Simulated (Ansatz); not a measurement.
Cost and result for the atomization energy of `C1O[AsH][SiH2]1` (9 atoms, 9 bonds).

```xyz
9

C     0.489   -0.183   -0.891
O     1.465   -0.572    0.086
As    0.791   -0.095    1.721
Si   -1.055   -0.125    0.223
H     0.726    0.810   -1.297
H     0.496   -0.897   -1.719
H     0.913    1.430    1.530
H    -1.834   -1.391    0.257
H    -1.991    1.024    0.089
```

Total charge 0; spin multiplicity 1. Correlated methods include outer-core shells of As, which these sets cover unevenly. Scalar relativity is left out up to krypton. All single points use the PBE0-D4/def2-TZVP geometry. Program: Ansatz. All runs use 4 threads of an Arm Neoverse V1 on a shared host. Times are those of one run each, without the atoms' runs, and a repeat can differ threefold. Electronic energies, without spin–orbit coupling; frozen cores. CCSD(T)/CBS adds CCSD(T) − MP2 in def2-TZVPP to the MP2 limit, and its time is that of the two runs behind it. T1 = 0.013. With those shells the extrapolation isn't a true limit. B3LYP takes the VWN-RPA correlation (the form of Gaussian; ORCA's B3LYP/G).

CCSD(T)/CBS is a level of theory with its own doubt, some kJ/mol a heavy atom from the limit and from the frozen cores, so smaller differences don't rank the functionals.

| level | functions | wall time | atomization (kcal/mol) | difference from CCSD(T)/CBS | per bond |
| --- | --- | --- | --- | --- | --- |
| PBE0-D4/def2-TZVPP | 222 | 2.8 s | 691.7 | -2.1 | -0.2 |
| PBE-D4/def2-TZVPP (with forces) | 222 | 2.9 s | 708.3 | 14.5 | 1.6 |
| r2SCAN-D4/def2-TZVPP (with forces) | 222 | 4.2 s | 695.8 | 2.0 | 0.2 |
| B3LYP-D4/def2-TZVPP (with forces) | 222 | 4.3 s | 694.8 | 1.0 | 0.1 |
| B2PLYP/def2-TZVPP | 222 | 5.5 s | 683.9 | -9.9 | -1.1 |
| ωB97X-V/def2-TZVPP | 222 | 7.5 s | 702.1 | 8.3 | 0.9 |
| ωB97M-V/def2-TZVPP (with forces) | 222 | 11 s | 695.4 | 1.6 | 0.2 |
| MP2/def2-QZVPP | 423 | 20 s | 691.1 | -2.7 | -0.3 |
| CCSD(T)/def2-TZVPP | 222 | 110 s | 672.6 | -21.2 | -2.4 |
| CCSD(T)/CBS(def2) | – | 2.2 min | 693.8 | 0.0 | 0.0 |

The D4 term adds +8.5 kcal/mol with B3LYP and +4.3 kcal/mol with PBE0; it sums over pairs of atoms, weighted by their polarisabilities, and B3LYP, whose exchange is more repulsive, gets the larger term. In def2-TZVPP, CCSD(T) changes the Hartree–Fock value by +204.0 kcal/mol (the triples alone add +13.0 kcal/mol) and MP2 by +209.9 kcal/mol; breaking electron pairs costs correlation energy, which Hartree–Fock lacks. From PBE to PBE0 (25 % exact exchange), in def2-TZVPP and without D4, the atomization energy moves by −15.7 kcal/mol: exact exchange takes away binding that semilocal exchange gives to molecules.
